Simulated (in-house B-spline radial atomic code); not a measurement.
**Ionising Re III (Re2+) with different functionals**

Computed with a B-spline radial code for spherical atoms: four-component Dirac-Coulomb Hamiltonian, Fermi nucleus of rms radius 5.3698 fm, spin-restricted, spherical fractional occupations for the functionals, and exact exchange of hybrids averaged over the configuration. The ionisation energy is the difference of two self-consistent energies, [Xe] 4f14 5d5 → [Xe] 4f14 5d4, without Breit or QED terms; ε is the level of the shell that loses the electron (mean over j). The electron is taken from both j subshells in proportion to 2j + 1, so the result is a j average, not the step between ground levels.

| method | rung | ΔSCF (eV) | -ε(5d) (eV) |
| --- | --- | --- | --- |
| PBE0 | global hybrid | 26.99 | 22.93 |
| BHandHLYP | global hybrid | ? | ? |
| HSE06 | range-separated hybrid | ? | ? |
| wB97X | range-separated hybrid | 26.82 | 25.38 |

**Question.** What does BHandHLYP give?

**Answer.** ΔSCF 26.80 eV, and -ε(5d) = 24.39 eV.

**Question.** What does HSE06 give?

**Answer.** ΔSCF 26.99 eV, and -ε(5d) = 22.52 eV.

**Question.** Among the functionals, which spreads more, the ΔSCF values or the orbital energies?

**Answer.** The orbital energies: ΔSCF values span about 0.19 eV and the orbital energies 2.86 eV; here energy differences depend much less on the functional than eigenvalues do.

**Question.** How do they compare with the NIST value?

**Answer.** NIST lists 27 eV ± 1.6 (tabulated theory, ground level to ground level). Errors run from -0.20 to -0.01 eV; all lie within about twice that uncertainty, so the table can't rank the methods.
